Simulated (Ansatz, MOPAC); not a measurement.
Species: C₄H₉O, net charge 0, doublet state. SMILES: C[C](C)CO

Atoms: C1, C2, C3, C4, O5, H6, H7, H8, H9, H10, H11, H12, H13, H14. Bonds: C1-C2, C1-H6, C1-H7, C1-H8, C2-C3, C2-C4, C3-H9, C3-H10, C3-H11, C4-O5, C4-H12, C4-H13, O5-H14.

Bond lengths (Å) and angles (degrees) optimised at AM1 with MOPAC; PM3 with MOPAC; HF/3-21G with Ansatz (a quantum-chemistry and plane-wave program); HF/6-31G* with Ansatz; B3LYP/6-31G* with Ansatz; MP2/6-31G* with Ansatz, each started from the B3LYP-D3(BJ)/def2-TZVP structure (Ansatz) of the last column. A row stands for all coordinates that are equal there; 13 of 29 kinds are shown. 6-31G* holds six Cartesian d functions. No wavenumbers were computed at AM1, MP2/6-31G*, so these may be saddle points.

| coordinate | AM1 | PM3 | HF/3-21G | HF/6-31G* | B3LYP/6-31G* | MP2/6-31G* | B3LYP-D3(BJ)/def2-TZVP |
|---|---|---|---|---|---|---|---|
| C1-C2 | 1.464 | 1.468 to 1.471 | 1.506 to 1.510 | 1.503 | 1.496 | 1.494 | 1.488 |
| C1-H6 | 1.117 to 1.121 | 1.099 | 1.085 | 1.086 | 1.098 | 1.094 | 1.093 |
| C1-H7 | 1.118 | 1.098 | 1.086 | 1.086 | 1.097 | 1.095 | 1.092 |
| C1-H8 | 1.121 | 1.099 | 1.091 | 1.093 | 1.107 | 1.103 | 1.103 |
| C2-C4 | 1.477 | 1.483 | 1.505 | 1.501 | 1.496 | 1.492 | 1.487 |
| C3-H10 | 1.121 | 1.099 | 1.079 | 1.082 | 1.093 | 1.091 | 1.089 |
| C4-O5 | 1.421 | 1.409 | 1.443 | 1.404 | 1.429 | 1.430 | 1.429 |
| C4-H12 | 1.127 | 1.110 | 1.087 | 1.089 | 1.104 | 1.101 | 1.098 |
| C1-C2-C3 | 120.8 | 119.6 to 122.3 | 117.6 to 118.7 | 118.4 | 119.1 to 119.4 | 118.3 to 118.8 | 119.2 |
| C1-C2-C4 | 118.5 | 118.0 | 116.2 | 116.7 | 118.4 | 117.0 | 118.1 |
| C2-C4-O5 | 109.7 | 110.7 | 108.6 | 110.1 | 110.1 | 109.4 | 110.4 |
| C2-C1-H6 | 109.8 to 111.7 | 110.6 to 112.1 | 110.8 | 110.9 to 111.2 | 111.3 to 111.8 | 110.9 to 111.2 | 111.3 |
| C2-C1-H7 | 111.9 | 112.7 | 111.5 | 111.8 | 112.0 | 111.7 | 112.0 |

A range marks coordinates that this level makes unequal.

Mean signed difference of all 13 bond lengths from B3LYP-D3(BJ)/def2-TZVP: AM1 0.010 Å, PM3 -0.003 Å, HF/3-21G -0.001 Å, HF/6-31G* -0.005 Å, B3LYP/6-31G* 0.005 Å, MP2/6-31G* 0.003 Å.
